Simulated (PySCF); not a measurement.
H4Sn, charge +1, doublet, at a GFN2-xTB geometry (such geometries of metal compounds can be far from the true shape) (a state made from the parent by changing its charge; the spin is typed, not shown lowest) (all electrons, no relativity); HF/3-21G run with PySCF.

Here is a job for PySCF.
```python
from pyscf import gto, scf

mol = gto.Mole()
mol.atom = '''
    Sn   -0.00000000    0.00000000    0.00000000
    H    -0.83556149    1.27089269   -0.83469882
    H    -0.20930557   -1.21031996   -1.22530410
    H    -0.18607163   -1.06230516    1.35902114
    H     1.23093869    1.00173242    0.70098178
'''
mol.basis = '3-21g'
mol.charge = 1
mol.spin = 1
mol.verbose = 4
mol.build()

mf = scf.UHF(mol)
mf.kernel()
```

What the program printed (banner, timings and long lists left out):

```
PySCF version 2.14.0

[INPUT] verbose = 4
[INPUT] num. atoms = 5
[INPUT] num. electrons = 53
[INPUT] charge = 1
[INPUT] spin (= nelec alpha-beta = 2S) = 1
[INPUT] symmetry False subgroup None
[INPUT] Mole.unit = angstrom
[INPUT] Symbol           X                Y                Z      unit          X                Y                Z       unit  Magmom
[INPUT]  1 Sn     0.000000000000   0.000000000000   0.000000000000 AA    0.000000000000   0.000000000000   0.000000000000 Bohr   0.0
[INPUT]  2 H     -0.835561490000   1.270892690000  -0.834698820000 AA   -1.578982376334   2.401639117812  -1.577352166298 Bohr   0.0
[INPUT]  3 H     -0.209305570000  -1.210319960000  -1.225304100000 AA   -0.395530203646  -2.287173247495  -2.315489168307 Bohr   0.0
[INPUT]  4 H     -0.186071630000  -1.062305160000   1.359021140000 AA   -0.351624420251  -2.007465813112   2.568177752094 Bohr   0.0
[INPUT]  5 H      1.230938690000   1.001732420000   0.700981780000 AA    2.326137000231   1.892999923898   1.324663582510 Bohr   0.0

nuclear repulsion = 62.1435583456873
number of shells = 21
number of NR pGTOs = 93
number of NR cGTOs = 39
basis = 3-21g
ecp = {}

******** <class 'pyscf.scf.uhf.UHF'> ********
method = UHF
initial guess = minao
damping factor = 0
level_shift factor = 0
DIIS = <class 'pyscf.scf.diis.CDIIS'>
diis_start_cycle = 1
diis_space = 8
diis_damp = 0
SCF conv_tol = 1e-09
SCF conv_tol_grad = None
SCF max_cycles = 50
direct_scf = True
direct_scf_tol = 1e-13
number electrons alpha = 27  beta = 26
Set gradient conv threshold to 3.16228e-05
init E= -5985.04410445919

cycle= 1 E= -5998.12448259679  delta_E= -13.1  |g|= 0.143  |ddm|= 1.24
cycle= 2 E= -5998.14939930133  delta_E= -0.0249  |g|= 0.0444  |ddm|= 0.334
cycle= 3 E= -5998.15317412643  delta_E= -0.00377  |g|= 0.0233  |ddm|= 0.108
cycle= 4 E= -5998.15472419771  delta_E= -0.00155  |g|= 0.0108  |ddm|= 0.0802
cycle= 5 E= -5998.1551457026  delta_E= -0.000422  |g|= 0.00167  |ddm|= 0.0605
cycle= 6 E= -5998.15515432098  delta_E= -8.62e-06  |g|= 0.000216  |ddm|= 0.00923
cycle= 7 E= -5998.15515443634  delta_E= -1.15e-07  |g|= 3.93e-05  |ddm|= 0.00101
cycle= 8 E= -5998.15515443931  delta_E= -2.98e-09  |g|= 2.78e-06  |ddm|= 0.000175
cycle= 9 E= -5998.15515443932  delta_E= -2.73e-12  |g|= 2.81e-07  |ddm|= 1.17e-05
Extra cycle  E= -5998.1551544393  delta_E= 1.36e-11  |g|= 8.07e-08  |ddm|= 6.72e-07
converged SCF energy = -5998.1551544393  <S^2> = 0.81503851  2S+1 = 2.0640141
```
